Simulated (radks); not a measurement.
The numbers below are computed, except where a source is named.
Problem. Ionisation of the strontium ion Sr+, [Kr] 5s1, to Sr2+, [Kr], under several functionals. Scalar-relativistic Kohn-Sham, spin-polarised, spherical densities, finite nucleus; open shells are filled with parallel spins first (spin-orbit coupling, left out, can overturn this in heavy ions); a radial shooting solver on a logarithmic mesh with Libxc functionals. The NIST Atomic Spectra Database gives 11.030 eV (measured). Rank these functionals by the error of their Delta-SCF ionisation energy: Wu-Cohen GGA; TASK exchange with Perdew-Wang LDA correlation; LDA (Slater exchange, Perdew-Wang correlation); RPBE; HCTH/407; XLYP; LDA (Slater exchange, VWN5 correlation).

Solution. From best to worst: HCTH/407 10.958 eV (-0.072); RPBE 11.118 eV (+0.087); Wu-Cohen GGA 11.121 eV (+0.091); XLYP 11.303 eV (+0.273); LDA (Slater exchange, Perdew-Wang correlation) 11.362 eV (+0.331); LDA (Slater exchange, VWN5 correlation) 11.365 eV (+0.335); TASK exchange with Perdew-Wang LDA correlation 10.091 eV (-0.940).
